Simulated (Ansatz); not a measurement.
Ansatz (a quantum-chemistry and plane-wave program) input:

Ansatz 0.2 input:
```yaml
crystal:
  periodic: [false, false, false]
  atoms:
    - {symbol: C, position_ang: [-2.30089086, -0.22615182, 0.00619749]}
    - {symbol: C, position_ang: [-1.03523567, 0.27814436, 0.09106989]}
    - {symbol: C, position_ang: [0.11819520, -0.48604369, -0.11596630]}
    - {symbol: C, position_ang: [1.40839242, 0.04900140, -0.02457503]}
    - {symbol: N, position_ang: [2.48030890, 0.48443528, 0.04924190]}
    - {symbol: H, position_ang: [-3.16585840, 0.39907741, 0.17357635]}
    - {symbol: H, position_ang: [-2.47526605, -1.26801292, -0.23146078]}
    - {symbol: H, position_ang: [-0.90183162, 1.32716992, 0.33143923]}
    - {symbol: H, position_ang: [0.03802727, -1.53898281, -0.35860442]}
basis:
  gaussian:
    orbitals: aug-cc-pVDZ
magnetization: {spin_polarized: true, initial_magnetization: 1}
correlation: {method: ccsd_t, electrons: outside_noble_gas}
output: {forces: true}
```

Q: Predict the final energy.

A: -208.96582 Eh (CCSD(T)/aug-cc-pVDZ). The basis has 151 functions.

It need not be the lowest isomer of its formula.

The determinant is spin-contaminated: <S^2> is 1.09 against 0.75 for a pure state.
